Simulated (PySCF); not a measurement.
# CdF: from constants to spectrum

M06-L constants of CdF, ²Σ⁺ (doublet), unpaired electrons σ ↑ (basis Cd def2-SVPD with ECP28, F def2-SVPD; scalar-relativistic core potentials; PySCF 2.14; masses 113.9034 and 18.9984 u):

* ωe: 482.3 cm⁻¹
* ωexe: 3.35 cm⁻¹
* Be: 0.25106 cm⁻¹
* αe: 0.00207 cm⁻¹
* D (centrifugal): 2.72e-07 cm⁻¹
* De to Cd + F: 2.52 eV

Problem. Give the vibrational terms G(v) and spacings up to v = 6.

Solution. G(v) = ωe(v+½) − ωexe(v+½)².

```csv
v,G(v) (cm⁻¹),G(v) − G(v−1),Bv (cm⁻¹)
0,240,,0.2500
1,716,476,0.2480
2,1185,469,0.2459
3,1647,462,0.2438
4,2103,455,0.2417
5,2551,449,0.2397
6,2993,442,0.2376
```

Problem. How well does the Morse estimate ωe²/(4ωexe) reproduce De, and what is D0?

Solution. It gives 2.15 eV, 85 % of the computed De. D0 = De − G(0) = 2.52 − 0.03 = 2.49 eV.

Spin–orbit coupling is left out. The state was picked by a PBE0 search and need not be the measured ground state.
